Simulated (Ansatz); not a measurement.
`OC(F)(F)[SiH3]` and `O[C](F)(F)[GeH3]` differ in one atom or group.

Ansatz, PBE0-D4/def2-TZVP geometries, multiplicity 1. Each molecule was computed in one conformer, which needn't be the lowest.

Scalar relativity is left out up to krypton.

```json
{"property": "HOMO energy (ωB97M-V/def2-TZVPP) / eV", "`OC(F)(F)[SiH3]`": "-11.68"}
{"property": "size of the dipole moment (ωB97M-V/def2-TZVPP) / D", "`OC(F)(F)[SiH3]`": "0.79"}
{"property": "HOMO–LUMO gap (ωB97M-V/def2-TZVPP) / eV", "`OC(F)(F)[SiH3]`": "13.67"}
{"property": "LUMO energy (PBE/def2-TZVPP) / eV", "`OC(F)(F)[SiH3]`": "-0.45"}
{"property": "HOMO energy (PBE/def2-TZVPP) / eV", "`OC(F)(F)[SiH3]`": "-7.85"}
{"property": "LUMO energy (B3LYP/def2-TZVPP) / eV", "`OC(F)(F)[SiH3]`": "0.13"}
```

What does the change do to each property? (An estimate is asked.)

The calculation gave: 
```
                                          property  `O[C](F)(F)[GeH3]`  shift
             HOMO energy (ωB97M-V/def2-TZVPP) / eV              -10.82   0.86
size of the dipole moment (ωB97M-V/def2-TZVPP) / D                2.69   1.90
           HOMO–LUMO gap (ωB97M-V/def2-TZVPP) / eV               12.66  -1.01
                 LUMO energy (PBE/def2-TZVPP) / eV               -0.56  -0.11
                 HOMO energy (PBE/def2-TZVPP) / eV               -7.09   0.76
               LUMO energy (B3LYP/def2-TZVPP) / eV               -0.07  -0.20
```

With PBE0 the HOMO rises by 0.83 eV and the LUMO falls by 0.11 eV, so the gap narrows by about 0.94 eV. PBE moves the HOMO by 0.76 eV and ωB97M-V by 0.86 eV. Dipoles are sizes alone; their direction can turn.

B3LYP here is the variant with VWN-RPA as its local correlation; programs differ in this.
